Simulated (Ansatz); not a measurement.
Geometry optimisation, RKS PBE-D4/def2-SVP in Ansatz 0.2.0.

input.yaml

```yaml
crystal:
  periodic: [false, false, false]
  atoms:
    - { symbol: Al, position_ang: [0.0, 0.0, 0.0] }
    - { symbol: O, position_ang: [0.0, 0.0, 1.78] }
    - { symbol: Si, position_ang: [-1.3147, -0.4067, 2.7436] }
    - { symbol: H, position_ang: [-2.239, -1.2403, 1.9804] }
    - { symbol: H, position_ang: [-0.8506, -1.1432, 3.9157] }
    - { symbol: H, position_ang: [-1.9987, 0.8095, 3.1733] }
    - { symbol: Cl, position_ang: [1.9312, 0.0, -1.115] }
    - { symbol: Cl, position_ang: [-1.9312, 0.0, -1.115] }
basis:
  gaussian: { orbitals: def2-SVP }
hamiltonian:
  xc: pbe
  dispersion: d4
relax:
  f_tol: 0.02
  max_steps: 40
output:
  orbitals: {}
```

Launched with:

```bash
$ ansatz run input.yaml --threads 2 --pin off --max-ram 3072MiB --backend cpu --events-out ev --progress --plain --runs-dir out
```

**Question.** Where does it end, and by what steps?

**Answer.** It converged. The force dipped under the threshold on the way, but the program's further checks kept it going. After 18 steps the energy has fallen by 0.492 eV; Cl8 moved furthest, 0.95 Å.

```
step  energy less start (eV)  largest force component (eV/Å)  accepted
   0                  0.0000                           2.005       yes
   1                 -0.3724                           1.022       yes
   2                 -0.4179                           0.293       yes
   3                 -0.4311                           0.266       yes
   4                 -0.4538                           0.354       yes
   5                 -0.4537                           0.448        no
   6                 -0.4679                           0.186       yes
   7                 -0.4771                           0.090       yes
   8                 -0.4830                           0.102       yes
   9                 -0.4882                           0.025       yes
  10                 -0.4895                           0.009       yes
  11                 -0.4860                           0.179        no
  12                 -0.4903                           0.069       yes
  13                 -0.4905                           0.079       yes
  14                 -0.4909                           0.064       yes
  15                 -0.4914                           0.003       yes
  16                 -0.4916                           0.014       yes
  17                 -0.4916                           0.036       yes
  18                 -0.4917                           0.019       yes
```

```xyz
8
Properties=species:S:1:pos:R:3
Al -0.128 -0.004 -0.249
O -0.755 -0.214 1.305
Si -1.371 -0.451 2.836
H -2.575 -1.352 2.769
H -0.328 -1.089 3.714
H -1.774 0.872 3.428
Cl 1.941 0.152 -0.540
Cl -1.413 0.105 -1.899
```

Whether the end is a true minimum wasn't checked by a vibrational analysis.

Run time: 39 s on 2 threads of Arm Neoverse V2 (shared host), peak memory 0.15 GiB.
